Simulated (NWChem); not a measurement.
Species: Sr

Results from NWChem. def2 effective core potentials on Sr; no spin-orbit coupling. Ions are spin-unrestricted doublets at the neutral geometry; other ion states weren't tried.

```csv
level,"vertical ionisation energy, ΔSCF (eV)",−ε(HOMO) (eV),ΔSCF minus −ε(HOMO) (eV)
B3LYP/def2-SVPD,5.76,3.92,1.84
PBE/def2-SVPD,5.70,3.52,2.18
BHandHLYP/def2-SVPD,5.56,4.40,1.16
PBE0/def2-SVPD,5.61,4.04,1.57
LRC-wPBEh/def2-SVPD,5.54,5.44,0.10
```
